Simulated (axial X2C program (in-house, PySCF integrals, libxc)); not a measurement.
# CrAs: from the spin-free to the two-component result

All values were computed with an in-house relativistic program for diatomic molecules. Spin-free means the one-electron spin-free X2C Hamiltonian; two-component (2c) means X2C with spin–orbit coupling and atomic mean-field two-electron Coulomb and Gaunt terms, so the difference of the two also holds small scalar two-electron terms. Basis: As dyall-v3z [9s9p6d1f], Cr dyall-v3z [9s10p6d3f2g] (cores contracted in-house); Gaussian nuclei, density fitting, unrestricted open shells. Masses: As 74.922 u, Cr 51.941 u.

Spin-free state: M_S = 7/2, Λ = 0 (beyond evenly filled blocks: σα, 2 × π+α, 2 × π-α, δ+α, δ-α); fragments As + Cr.

```csv
level,Re (Å),ωe (cm⁻¹),De (eV),μ (D)
PBE0,2.545,240.7,1.129,3.95
PW91,2.541,238.0,1.357,3.00
BLYP,2.583,225.0,1.411,2.81
```

Dipoles are positive if Cr is the positive end.

Two-component determinant lowest at the distance of the search:

Ω = 3/2 (⟨Sz⟩ = 1.50, ⟨Lz⟩ = 0.00 at PBE0); fragments As + Cr.

```json
{"level": "PBE0", "Re (Å)": "2.338", "ωe (cm⁻¹)": "260.2", "De (eV)": "1.800", "μ (D)": "3.88"}
{"level": "PW91", "Re (Å)": "2.243", "ωe (cm⁻¹)": "296.4", "De (eV)": "2.404", "μ (D)": "3.39"}
{"level": "BLYP", "Re (Å)": "2.243", "ωe (cm⁻¹)": "300.0", "De (eV)": "2.532", "μ (D)": "3.28"}
```

From the two tables, how do the constants change at the PBE0 level (2c against spin-free)?

At the PBE0 level Re falls by 0.207 Å and ωe increases by 19.5 cm⁻¹; De changes by 0.671 eV. The two determinants differ in configuration, so these shifts compare two states and are not the spin–orbit effect on one state.

The state is one determinant whose occupation by symmetry is held fixed; it was picked as the lowest of a PBE0 search that is not exhaustive. Dissociation energies refer to the lowest single-determinant-based atoms at the same level and basis. Density functionals use the spin component along the axis (collinear). PBE0 can misorder states that lie within some tenths of an eV, so this need not be the ground state of the molecule. The nearest other spin-free determinant of the search, M_S = 5/2, Λ = 0, lies 0.28 eV up at the distance of the search. With several unpaired electrons one determinant need not be a pure state. At some level and bond length an empty orbital lies below a filled one. This is the top spin component of a Σ state; components of lower Ω are not single determinants and can lie lower.
